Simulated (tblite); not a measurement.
Compound: C₅H₉N₃Si.
Bonds: C1–C2 (double), C2–C3, C3–N4, N4–N5 (aromatic), N5–C6 (aromatic), C6–C7 (aromatic), C7–Si8, C7–N9 (aromatic), N4–N9 (aromatic). Hydrogens: H10, H11 on C1; H12 on C2; H13, H14 on C3; H15 on C6; H16, H17, H18 on Si8.

A start from a force field or distance geometry was refined with GFN2-xTB geometry optimisation, gas phase (tblite). Values at the start:

```json
{"coordinate": "C1=C2", "start": "1.324 Å"}
{"coordinate": "C1–H10", "start": "1.091 Å"}
{"coordinate": "C1–H11", "start": "1.088 Å"}
{"coordinate": "C2–C3", "start": "1.513 Å"}
{"coordinate": "C2–H12", "start": "1.101 Å"}
{"coordinate": "C3–N4", "start": "1.446 Å"}
{"coordinate": "C3–H13", "start": "1.096 Å"}
{"coordinate": "N4–N5", "start": "1.371 Å"}
{"coordinate": "N4–N9", "start": "1.348 Å"}
{"coordinate": "N5–C6", "start": "1.336 Å"}
{"coordinate": "C6–C7", "start": "1.406 Å"}
{"coordinate": "C6–H15", "start": "1.081 Å"}
{"coordinate": "C7–Si8", "start": "1.864 Å"}
{"coordinate": "C7–N9", "start": "1.332 Å"}
{"coordinate": "Si8–H16", "start": "1.482 Å"}
{"coordinate": "C2–C3–N4", "start": "113.1°"}
{"coordinate": "C3–N4–N5", "start": "120.5°"}
{"coordinate": "N4–N5–C6", "start": "100.9°"}
{"coordinate": "N4–N9–C7", "start": "102.3°"}
{"coordinate": "N5–N4–N9", "start": "116.9°"}
{"coordinate": "C6–C7–Si8", "start": "123.9°"}
{"coordinate": "C6–C7–N9", "start": "109.5°"}
{"coordinate": "Si8–C7–N9", "start": "126.6°"}
{"coordinate": "C1–C2–C3–N4", "start": "-123°"}
{"coordinate": "C2–C3–N4–N5", "start": "-80°"}
```

Question: How do these coordinates change at the GFN2-xTB level?

Answer: 
| coordinate | GFN2-xTB (Å or °) | change |
| --- | --- | --- |
| N4–N5 | 1.312 | -0.059 |
| N4–N9 | 1.308 | -0.040 |
| C2–H12 | 1.081 | -0.020 |
| Si8–H16 | 1.463 | -0.019 |
| C1–H10 | 1.076 | -0.015 |
| N5–C6 | 1.322 | -0.014 |
| C2–C3 | 1.502 | -0.011 |
| C6–H15 | 1.070 | -0.011 |
| C1–H11 | 1.078 | -0.010 |
| C3–N4 | 1.437 | -0.009 |
| C7–Si8 | 1.871 | +0.007 |
| C1=C2 | 1.318 | -0.006 |
| C3–H13 | 1.091 | -0.005 |
| C6–C7 | 1.405 | -0.001 |
| C7–N9 | 1.333 | +0.001 |
| C6–C7–Si8 | 131.0 | +7.1 |
| Si8–C7–N9 | 122.5 | -4.1 |
| N4–N5–C6 | 104.4 | +3.5 |
| N4–N9–C7 | 105.4 | +3.1 |
| C6–C7–N9 | 106.5 | -3.0 |
| C2–C3–N4 | 110.6 | -2.5 |
| C3–N4–N5 | 122.4 | +1.9 |
| N5–N4–N9 | 114.9 | -2.0 |
| C2–C3–N4–N5 | -75 | +5 |
| C1–C2–C3–N4 | -127 | -4 |

The energy falls by 25.1 kJ/mol over 58 L-BFGS steps, the largest force on an atom goes from 3.25 to 0.010 eV/Å, and the atoms move by 0.100 Å rms after alignment. The bond that changes most is N4–N5 (pyrrole-type nitrogen to pyridine-type nitrogen), which shortens by 0.059 Å. Bonds longer at the end by more than 0.005 Å: 1 of 18; shorter: 14. Rotational constants go from 3549, 670.0, 605.3 to 3483, 691.0, 622.1 MHz.

Hardware: an Intel Xeon Platinum 8488C with one thread, no GPU, shared host with 192 logical CPUs at a one-minute load of 37. Cost: 0.53 s wall.

GFN2-xTB frequencies show an imaginary mode (35i cm⁻¹), so the point is no minimum at that level. 3 starts were optimised and ended at 0.00, 0.02 and 0.04 kcal/mol (GFN2-xTB); the lowest of these is shown.

The values belong to the conformer `[CH2:1]=[CH:2][CH2:3][n:4]1[n:5][cH:6][c:7]([SiH3:8])[n:9]1`: C1–C2–C3–N4 -127°, C2–C3–N4–N5 -75°.

All values are computed, not measured.
